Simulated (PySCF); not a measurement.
A PySCF script (with the pyscf-properties extension) for the NMR shieldings of `CC(C)=Pc1ccsc1`, C7H9PS, on a GFN2-xTB geometry:

```python
import basis_set_exchange as bse
import numpy as np
from pyscf import gto, dft
from pyscf.prop import nmr

atoms = """
C    -1.126384    1.004640    0.430222
C    -1.445782   -0.249270   -0.316558
C    -2.899963   -0.450242   -0.614116
P    -0.369546   -1.438497   -0.833558
C     1.247643   -0.752106   -0.332781
C     1.845359    0.407627   -0.902232
C     3.085557    0.647137   -0.416402
S     3.572268   -0.533096    0.738564
C     2.078887   -1.364926    0.554483
H    -0.100658    1.020832    0.789580
H    -1.798665    1.107925    1.282610
H    -1.280931    1.874321   -0.211302
H    -3.478020   -0.484633    0.310769
H    -3.283451    0.381361   -1.207711
H    -3.064850   -1.375463   -1.162765
H     1.356243    1.020612   -1.638776
H     3.756377    1.446494   -0.662323
H     1.897156   -2.256399    1.121600
"""
names = dict.fromkeys(["C", "P", "S", "H"], "pcSseg-1")
basis = {el: gto.basis.parse(bse.get_basis(n, elements=[el], fmt="nwchem")) for el, n in names.items()}
mol = gto.M(atom=atoms, basis=basis, charge=0, verbose=0)
mf = dft.RKS(mol, xc="PBE0")
mf.grids.level = 2
mf.grids.alignment = dft.numint.BLKSIZE   # the property module wants whole blocks of grid points
mf.conv_tol = 1e-9
mf.kernel()

calc = nmr.RKS(mf)   # GIAO
C = mf.mo_coeff
Co = C[:, mf.mo_occ > 0]
resp = mf.gen_response(singlet=True, hermi=2)
def vind(x):   # induced exchange potential for any number of trial vectors
    d = np.einsum("pi,xij,qj->xpq", C, 2 * x.reshape(-1, C.shape[1], Co.shape[1]), Co, optimize=True)
    return np.einsum("xpq,pi,qj->xij", resp(d - d.transpose(0, 2, 1)), C, Co, optimize=True).ravel()
mo1, _ = nmr.rhf.solve_mo1(calc, with_cphf=vind)
sigma = calc.kernel(mo1)
for i, s in enumerate(sigma):   # ppm
    w = np.linalg.eigvalsh((s + s.T) / 2)
    print("%2d %-2s iso %8.1f  s11 %8.1f  s22 %8.1f  s33 %8.1f" % (i, mol.atom_pure_symbol(i), w.mean(), *w))
```

Task: Give the expected output.

Result: 
```
 0 C  iso    156.4  s11    138.8  s22    154.0  s33    176.4
 1 C  iso    -32.9  s11   -250.3  s22    -12.1  s33    163.8
 2 C  iso    155.5  s11    135.2  s22    150.0  s33    181.3
 3 P  iso     82.1  s11   -232.9  s22    140.2  s33    339.1
 4 C  iso     39.2  s11    -33.3  s22     11.9  s33    139.0
 5 C  iso     50.7  s11    -32.2  s22     43.4  s33    140.9
 6 C  iso     52.5  s11    -36.2  s22     49.8  s33    143.8
 7 S  iso    258.4  s11    107.1  s22    280.6  s33    387.6
 8 C  iso     50.0  s11    -39.1  s22     48.2  s33    140.9
 9 H  iso     28.9  s11     23.5  s22     27.8  s33     35.3
10 H  iso     29.9  s11     25.9  s22     28.1  s33     35.6
11 H  iso     29.7  s11     25.8  s22     28.0  s33     35.2
12 H  iso     29.5  s11     26.2  s22     27.1  s33     35.0
13 H  iso     29.4  s11     25.7  s22     27.6  s33     34.9
14 H  iso     28.8  s11     25.0  s22     28.7  s33     32.6
15 H  iso     24.6  s11     21.3  s22     24.5  s33     28.1
16 H  iso     24.4  s11     21.5  s22     24.9  s33     26.9
17 H  iso     24.6  s11     21.2  s22     25.4  s33     27.1
```

These numbers come from an equivalent density-fitted implementation of the same equations, which agrees with the script to about 0.01 ppm for H and up to a few tenths of a ppm for heavy atoms, so last digits may differ.

Task: Turn these shieldings into chemical shifts. Chemical shifts δ = σref − σ; ¹³C (σ = 186.93 ppm) and ¹H (σ = 31.72 ppm) vs TMS; ³¹P (σ = 318.38 ppm) vs H3PO4; CS2 for ³³S (σ = 503.73 ppm), all at this level.

Result: Averaging equivalent atoms: C 1: 219.8; C 4: 147.7; C 8: 136.9; C 5: 136.3; C 6: 134.5; C 2: 31.4; C 0: 30.5; P 3: 236.3; S 7: 245; H 16: 7.28; H 17: 7.16; H 15: 7.09; H 12/13/14: 2.50; H 9/10/11: 2.24 ppm. Experimental scales use liquid or dissolved standards, which lie at an offset from isolated H3PO4.

Size and cost of the density-fitted run: 212 basis functions, roughly 2.3 core-minutes.
